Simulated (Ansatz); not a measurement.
HB, charge +1, doublet, geometry from GFN2-xTB (a state made from the parent by changing its charge; the spin is typed, not shown lowest); CCSD(T)/cc-pVDZ run with Ansatz (a quantum-chemistry and plane-wave program).

The Ansatz input:
Ansatz 0.2 input:
```yaml
crystal:
  periodic: [false, false, false]
  atoms:
    - {symbol: B, position_ang: [-0.00000000, -0.00000000, -0.19907760]}
    - {symbol: H, position_ang: [0.00000000, 0.00000000, 0.99538801]}
basis:
  gaussian:
    orbitals: cc-pVDZ
total_charge: 1
magnetization: {spin_polarized: true, initial_magnetization: 1}
correlation: {method: ccsd_t, diis_vectors: 4}
```

Question: What does Ansatz print? Leave out banner, timings and long lists.

Answer: 
```
Functional definition: HF
177 factors; integrals over basis functions are off by at most 7.3e-4 eV
mean field evaluation 1: about -674.6110 eV, gradient 6.4e0 eV
mean field evaluation 2: about -674.6110 eV, gradient 6.4e0 eV
mean field evaluation 4: about -675.2674 eV, gradient 7.8e-1 eV
mean field evaluation 8: about -675.2851 eV, gradient 2.2e-4 eV
mean field evaluation 16: about -675.2849 eV, gradient 9.0e-2 eV
mean field evaluation 32: about -671.8687 eV, gradient 2.9e-1 eV
mean field -675.28514612 eV, -24.8162713951 hartree, gradient 7.8e-7 eV, S^2 0.754387; 1 other end points of the search recorded, 0 dependent functions left out
determinant -675.28514612 eV, -24.8162713951 hartree, with singles and doubles -676.50670521 eV, -24.8611628638 hartree
determinant -671.87195956 eV, -24.6908391027 hartree, with singles and doubles -673.09591058 eV, -24.7358184732 hartree
1 core orbitals not correlated
reference -675.28514612 eV, -24.8162713951 hartree; 2, 1 occupied and 16, 17 virtual orbitals, 177 factors
second order -0.84078235 eV of doubles, -0.00000000 eV of singles
cycle   1  -1.20241471 eV  change   -5.6e-2 eV  update   1.5e-2
cycle   2  -1.20549583 eV  change   -3.1e-3 eV  update   5.1e-3
cycle   3  -1.21098478 eV  change   -5.5e-3 eV  update   2.4e-3
cycle   4  -1.21321113 eV  change   -2.2e-3 eV  update   9.5e-4
cycle   5  -1.21357613 eV  change   -3.7e-4 eV  update   2.4e-4
cycle   6  -1.21364947 eV  change   -7.3e-5 eV  update   4.8e-5
cycle   7  -1.21365723 eV  change   -7.8e-6 eV  update   8.9e-6
cycle   8  -1.21365639 eV  change    8.4e-7 eV  update   2.4e-6
perturbative correction -0.01388904 eV, -0.0005104127 hartree
Total energy: -676.51269154 eV, -24.8613828573 hartree
```
